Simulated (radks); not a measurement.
The neodymium ion Nd2+ inside a hard spherical wall (all orbitals vanish at R), configuration held at [Xe] 4f4 and not refilled when levels cross. Calculated with a radial shooting solver on a logarithmic mesh with Libxc functionals: scalar-relativistic Kohn-Sham, r2SCAN, spin-polarised, spherical densities, finite nucleus; open shells are filled with parallel spins first (spin-orbit coupling, left out, can overturn this in heavy ions); meta-GGA in the generalised Kohn-Sham scheme; Fermi nuclear charge, rms radius 4.9123 fm. Eigenvalues in eV for spin up, with the zero of energy where the potential of the charges vanishes at infinity; a dash marks a level that is unbound or too diffuse for the functional's potential to be trusted. A positive occupied level is held by the wall or, in an anion where self-interaction has pushed it up, behind a barrier. The pressure on the wall is -dE/dV.

| R (bohr) | E (hartree) | kinetic (hartree) | e(4d) | e(5s) | e(5p) | e(4f) | e(5d, empty) | e(6s, empty) | pressure (GPa) |
|---|---|---|---|---|---|---|---|---|---|
| free | -9624.0592 | 10242.593 | -132.85 | -55.346 | -36.231 | -15.259 | -13.360 | -12.590 | 0 |
| 20 | -9624.0592 | 10242.593 | -132.85 | -55.346 | -36.231 | -15.259 | -13.360 | -12.590 | < 0.0001 |
| 15 | -9624.0592 | 10242.593 | -132.85 | -55.346 | -36.231 | -15.259 | -13.360 | -12.590 | < 0.0001 |
| 12 | -9624.0592 | 10242.593 | -132.85 | -55.346 | -36.231 | -15.259 | -13.360 | -12.590 | < 0.0001 |
| 8 | -9624.0591 | 10242.593 | -132.85 | -55.344 | -36.230 | -15.257 | -13.351 | -12.510 | 0.000990 |
| 4 | -9623.9885 | 10243.206 | -131.26 | -54.211 | -35.054 | -13.755 | -10.249 | -1.510 | 25.2 |
| 3.5 | -9623.8190 | 10244.419 | -129.05 | -52.591 | -33.209 | -11.665 | -6.762 | 8.657 | 113 |
| 2.5 | -9621.1919 | 10257.974 | -112.99 | -38.414 | -15.887 | 4.000 | 19.701 | 76.878 | 2720 |
